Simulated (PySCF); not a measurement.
C₂H₇GaO₂Se, singlet, at a GFN2-xTB geometry (such geometries of metal compounds can be far from the true shape); DF-B3LYP/pcseg-1 in PySCF.

Here is a job for PySCF.
```python
from pyscf import gto, scf, dft

mol = gto.Mole()
mol.atom = '''
    Ga   -0.142160    0.080413   -0.356181
    O     0.263918    1.601468   -1.138791
    C    -0.053828    2.211827   -2.377649
    H    -0.555754    3.162344   -2.180286
    H     0.874385    2.398072   -2.923632
    H    -0.706528    1.583790   -2.987677
    O    -1.193791   -1.053519   -1.213585
    C    -1.749176   -2.330539   -0.969134
    H    -1.456023   -2.730816    0.006414
    H    -2.838789   -2.254080   -1.004513
    H    -1.409145   -3.018086   -1.747602
    Se    0.803319   -0.188319    1.739141
    H     1.442987    1.097488    1.647810
'''
mol.basis = 'pcseg-1'
mol.charge = 0
mol.spin = 0
mol.verbose = 4
mol.max_memory = 1800
mol.build()

mf = dft.RKS(mol)
mf.xc = 'b3lyp'
mf = mf.density_fit(auxbasis='def2-universal-jkfit')
mf.kernel()
```

Output, abridged:

```
PySCF version 2.14.0

[INPUT] verbose = 4
[INPUT] num. atoms = 13
[INPUT] num. electrons = 100
[INPUT] charge = 0
[INPUT] spin (= nelec alpha-beta = 2S) = 0
[INPUT] symmetry False subgroup None
[INPUT] Mole.unit = angstrom
[INPUT] Symbol           X                Y                Z      unit          X                Y                Z       unit  Magmom
[INPUT]  1 Ga    -0.142160000000   0.080413000000  -0.356181000000 AA   -0.268643465868   0.151958546855  -0.673084540774 Bohr   0.0
[INPUT]  2 O      0.263918000000   1.601468000000  -1.138791000000 AA    0.498732739343   3.026335917255  -2.152003103120 Bohr   0.0
[INPUT]  3 C     -0.053828000000   2.211827000000  -2.377649000000 AA   -0.101720177833   4.179747264918  -4.493105430346 Bohr   0.0
[INPUT]  4 H     -0.555754000000   3.162344000000  -2.180286000000 AA   -1.050222852632   5.975964071662  -4.120143413223 Bohr   0.0
[INPUT]  5 H      0.874385000000   2.398072000000  -2.923632000000 AA    1.652348177428   4.531699306988  -5.524863769014 Bohr   0.0
[INPUT]  6 H     -0.706528000000   1.583790000000  -2.987677000000 AA   -1.335144419337   2.992929338825  -5.645891278662 Bohr   0.0
[INPUT]  7 O     -1.193791000000  -1.053519000000  -1.213585000000 AA   -2.255938039971  -1.990862377026  -2.293343278880 Bohr   0.0
[INPUT]  8 C     -1.749176000000  -2.330539000000  -0.969134000000 AA   -3.305463583662  -4.404080432618  -1.831397838004 Bohr   0.0
[INPUT]  9 H     -1.456023000000  -2.730816000000   0.006414000000 AA   -2.751484701068  -5.160494336580   0.012120703363 Bohr   0.0
[INPUT] 10 H     -2.838789000000  -2.254080000000  -1.004513000000 AA   -5.364533735428  -4.259593862860  -1.898254458565 Bohr   0.0
[INPUT] 11 H     -1.409145000000  -3.018086000000  -1.747602000000 AA   -2.662898119800  -5.703355960384  -3.302489154742 Bohr   0.0
[INPUT] 12 Se     0.803319000000  -0.188319000000   1.739141000000 AA    1.518052900659  -0.355871334052   3.286500182002 Bohr   0.0
[INPUT] 13 H      1.442987000000   1.097488000000   1.647810000000 AA    2.726850231308   2.073951744997   3.113909605320 Bohr   0.0

nuclear repulsion = 763.98794881982
number of shells = 32
number of NR pGTOs = 313
number of NR cGTOs = 145
basis = pcseg-1
ecp = {}

******** <class 'pyscf.df.df_jk.DFRKS'> ********
method = DFRKS
initial guess = minao
damping factor = 0
level_shift factor = 0
DIIS = <class 'pyscf.scf.diis.CDIIS'>
diis_start_cycle = 1
diis_space = 8
diis_damp = 0
SCF conv_tol = 1e-09
SCF conv_tol_grad = None
SCF max_cycles = 50
direct_scf = False
XC library pyscf.dft.libxc version 7.1.2
    S. Lehtola, C. Steigemann, M. J. T. Oliveira, and M. A. L. Marques,  SoftwareX 7, 1–5 (2018)
XC functionals = b3lyp
    P. J. Stephens, F. J. Devlin, C. F. Chabalowski, and M. J. Frisch,  J. Phys. Chem. 98, 11623 (1994)
radial grids:
    Treutler-Ahlrichs [JCP 102, 346 (1995); DOI:10.1063/1.469408] (M4) radial grids

becke partition: Becke, JCP 88, 2547 (1988); DOI:10.1063/1.454033
pruning grids: <function nwchem_prune>
grids dens level: 3
symmetrized grids: False
atomic radii adjust function: <function treutler_atomic_radii_adjust>
small_rho_cutoff = 0
Set gradient conv threshold to 3.16228e-05
Initial guess from minao.
tot grids = 166384
******** <class 'pyscf.df.df.DF'> ********
auxbasis = def2-universal-jkfit
init E= -4555.83172681621
  HOMO = -0.290473038655165  LUMO = -0.102368755052892  gap/eV = 5.11858
cycle= 1 E= -4556.71219283177  delta_E= -0.88  |g|= 0.974  |ddm|= 3.72
  HOMO = -0.112230573384036  LUMO = -0.004344502656076  gap/eV = 2.93573
cycle= 2 E= -4556.02010425068  delta_E= 0.692  |g|= 2.06  |ddm|=  2.5
  HOMO = -0.231882993383258  LUMO = -0.0340816361814524  gap/eV = 5.38245
cycle= 3 E= -4556.90016074062  delta_E= -0.88  |g|= 0.132  |ddm|= 1.85
  HOMO = -0.262964960249937  LUMO = -0.0362532356578642  gap/eV = 6.16914
cycle= 4 E= -4556.90354224359  delta_E= -0.00338  |g|= 0.0818  |ddm|= 0.306
  HOMO = -0.255383609903511  LUMO = -0.0376234394116137  gap/eV = 5.92556
cycle= 5 E= -4556.90543882745  delta_E= -0.0019  |g|= 0.0224  |ddm|= 0.124
  HOMO = -0.254392720822054  LUMO = -0.0365676827727652  gap/eV = 5.92732
cycle= 6 E= -4556.90551755086  delta_E= -7.87e-05  |g|= 0.0108  |ddm|= 0.0243
  HOMO = -0.254417577182239  LUMO = -0.0363129631546832  gap/eV = 5.93493
cycle= 7 E= -4556.90554111575  delta_E= -2.36e-05  |g|= 0.00152  |ddm|= 0.0102
  HOMO = -0.254460352902836  LUMO = -0.0364665676224183  gap/eV = 5.93191
cycle= 8 E= -4556.90554180447  delta_E= -6.89e-07  |g|= 0.000306  |ddm|= 0.00224
  HOMO = -0.254424896498858  LUMO = -0.0364370171300608  gap/eV = 5.93175
cycle= 9 E= -4556.90554183325  delta_E= -2.88e-08  |g|= 9.5e-05  |ddm|= 0.000521
  HOMO = -0.254425892165943  LUMO = -0.0364360186311905  gap/eV = 5.93181
cycle= 10 E= -4556.90554183609  delta_E= -2.84e-09  |g|= 2.08e-05  |ddm|= 0.000106
  HOMO = -0.254428504153276  LUMO = -0.0364382936555572  gap/eV = 5.93182
cycle= 11 E= -4556.90554183615  delta_E= -6.37e-11  |g|= 6.39e-06  |ddm|= 2.46e-05
  HOMO = -0.25442885182756  LUMO = -0.0364378337373878  gap/eV = 5.93184
Extra cycle  E= -4556.90554183615  delta_E=    0  |g|= 8.77e-06  |ddm|= 1.54e-05
converged SCF energy = -4556.90554183615
```
